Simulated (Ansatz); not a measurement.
Li₂Br₂ (the lowest singlet isomer of a short search), 4 atoms. Hardware: 2 threads of Arm Neoverse V1 on a shared host.

The 6-31G sets use Cartesian d functions. Correlated methods freeze 18 core orbitals; core or outer-core shells of Li, Br are correlated, in sets that lack core-valence functions.

Question: How many basis functions does each of these Ansatz runs have, and roughly what does it cost? B3LYP-D4/def2-TZVP, charge 0 triplet, energy, from earlier orbitals; r2SCAN-D4/def2-TZVP, charge 1 doublet at the geometry of the charge 0 singlet, energy, from earlier orbitals; MP2/def2-QZVPP, charge 0 quintet, energy, from earlier orbitals; B97M-V/def2-TZVP, charge 0 quintet, energy, from earlier orbitals; BLYP-D4/def2-TZVP, charge 0 quintet, energy, from earlier orbitals; PBE0-D4/def2-TZVP, charge 0 quintet, relaxation, 12 steps; LC-ωPBE (ω = 0.10 bohr⁻¹)/def2-TZVP, charge 1 doublet at the geometry of the charge 0 singlet, energy, from earlier orbitals; MP2/def2-TZVP, charge 0 singlet, energy, from earlier orbitals; ωB97X-V/def2-TZVP, charge 0 singlet, energy, from earlier orbitals; LC-ωPBE (ω = 0.15 bohr⁻¹)/def2-TZVP, charge 0 triplet, energy, from earlier orbitals; B3LYP-D4/6-31G, charge 0 singlet, energy; CCSD(T)/def2-TZVPP, charge 0 triplet, energy, from earlier orbitals.

Answer: Other jobs shared the machine, so times can vary by a factor of up to 3. A dash marks memory too small to be measured apart from the calling script's.

```
                                                                                                                         run  functions  fitting or Cholesky vectors  wall time  peak host memory (GiB)
                                                              MP2/def2-TZVP, charge 0 singlet, energy, from earlier orbitals        124                          948      1.7 s                       –
                                                                                    B3LYP-D4/6-31G, charge 0 singlet, energy         76                          770        3 s                       –
                                        LC-ωPBE (ω = 0.15 bohr⁻¹)/def2-TZVP, charge 0 triplet, energy, from earlier orbitals        124                         1010        5 s                       –
                                                         B3LYP-D4/def2-TZVP, charge 0 triplet, energy, from earlier orbitals        124                          948        6 s                       –
                                                          ωB97X-V/def2-TZVP, charge 0 singlet, energy, from earlier orbitals        124                         1084      7.5 s                       –
LC-ωPBE (ω = 0.10 bohr⁻¹)/def2-TZVP, charge 1 doublet at the geometry of the charge 0 singlet, energy, from earlier orbitals        124                         1010        8 s                       –
                                                          BLYP-D4/def2-TZVP, charge 0 quintet, energy, from earlier orbitals        124                         1010        8 s                       –
                r2SCAN-D4/def2-TZVP, charge 1 doublet at the geometry of the charge 0 singlet, energy, from earlier orbitals        124                         1010        8 s                       –
                                                           B97M-V/def2-TZVP, charge 0 quintet, energy, from earlier orbitals        124                         1010       39 s                       –
                                                                   PBE0-D4/def2-TZVP, charge 0 quintet, relaxation, 12 steps        124                         1015       49 s                       –
                                                         CCSD(T)/def2-TZVPP, charge 0 triplet, energy, from earlier orbitals        134                          940       59 s                     1.3
                                                             MP2/def2-QZVPP, charge 0 quintet, energy, from earlier orbitals        248                         1579       60 s                     1.1
```
